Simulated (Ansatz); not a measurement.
The same path of ClGaH$_{2}$O (5 atoms, charge 0, multiplicity 1) was run twice with different band settings. Lost on the way: Ga1–Cl2, Ga1–H3. Made: Cl2–H3.

These are results of RKS r2SCAN-D4/def2-SVP in Ansatz 0.2.0, not measurements.

Relaxed end points:

```xyz
5
Properties=species:S:1:pos:R:3
Ga 0.459 -0.065 -0.017
Cl 0.511 -0.251 2.128
H 1.705 0.244 -0.862
O -1.128 -0.291 -0.771
H -1.840 -0.483 -0.145
```

```xyz
5
Properties=species:S:1:pos:R:3
Ga -0.083 -0.039 -1.422
Cl 1.306 -0.059 1.644
H 2.295 0.197 0.858
O -1.736 -0.400 -0.819
H -2.075 -0.546 0.072
```

Common settings: climbing image yes; spring 5.0 eV/Å²; optimiser quadratic models (default); start path through a guess of the saddle point; force threshold 0.05 eV/Å; iteration limit 60; end points relaxed.

| run | movable images |
| --- | --- |
| 1 | 5 |
| 2 | 2 |

What does each run give, and how far can it be trusted?

Run 1: converged after 17 iterations, highest image 2.177 eV above the first end. Neighbouring images differ by up to 1.4 eV, so the band resolves the path poorly. A vibrational analysis at the climbing image gives one clearly imaginary mode, 904i cm⁻¹: a first-order saddle point.
Run 2: converged after 17 iterations, highest image 2.177 eV above the first end. Neighbouring images differ by up to 1.4 eV, so the band resolves the path poorly. Another band between the same ends (5 images) ends at a top of the same energy, where a vibrational analysis finds 1 clearly imaginary mode. So few images can step over the top or miss a turn of the path.
The orbitals stay closed-shell, which can raise the energy where a bond breaks towards radicals; this wasn't checked here.
